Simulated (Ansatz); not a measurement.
Question: Name a neutral molecule of C, I, N, Zr and H with size of the dipole moment (ωB97M-V/def2-TZVPP) between 3.75 and 4.05 D and HOMO energy (PBE0/def2-TZVPP) between -6.60 and -6.30 eV (Ansatz, PBE0-D4/def2-TZVP geometry).

Answer: `C[N](C)[Zr]([I])([N](C)C)[N](C)C` (3.99 D, -6.47 eV). Other molecules can fit too; these were computed, each in one conformer that needn't be the lowest.
